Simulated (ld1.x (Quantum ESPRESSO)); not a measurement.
## u(r) = r·R(r): atom against pseudo-atom (arsenic (As))

Columns: radius, all-electron u(r) and pseudo u(r) of the 4p shell (level -5.35 eV) of arsenic in the configuration [Ar] 3d10 4s2 4p3; LDA (PZ), scalar-relativistic, TM semilocal scheme, ld1.x (Quantum ESPRESSO) 7.5.

```
r (bohr)  all-electron  pseudo
   0.082        0.1619  0.0024
   0.165        0.1081  0.0097
   0.248       -0.0696  0.0219
   0.330       -0.2130  0.0387
   0.413       -0.2795  0.0603
   0.495       -0.2749  0.0862
   0.578       -0.2208  0.1168
   0.660       -0.1389  0.1512
   0.742       -0.0435  0.1895
   0.825        0.0564  0.2317
   0.908        0.1534  0.2771
   0.990        0.2425  0.3242
   1.072        0.3230  0.3726
   1.155        0.3948  0.4217
   1.238        0.4567  0.4694
   1.320        0.5086  0.5135
   1.402        0.5517  0.5531
   1.485        0.5872  0.5874
   1.568        0.6151  0.6151
   1.650        0.6361  0.6361
   1.733        0.6513  0.6513
   1.815        0.6612  0.6612
   1.898        0.6667  0.6667
   1.980        0.6681  0.6681
   2.062        0.6661  0.6661
   2.145        0.6612  0.6612
```

Question: How many radial nodes do the two functions have?

Answer: The all-electron 4p function has n − l − 1 = 2; the pseudo-wave has 0, since the states of the same l below it are removed with the core.

Question: At about which radius was the pseudo-wave matched?

Answer: 1.65 bohr. The columns agree to 0.0005 from 1.49 bohr on; several derivatives are matched, so the curves merge somewhat inside the radius.

Question: Is the pseudo-wave norm-conserving?

Answer: Yes: the TM semilocal scheme keeps the norm inside the radius equal to the all-electron one, which fixes the energy derivative of the logarithmic derivative at the level.
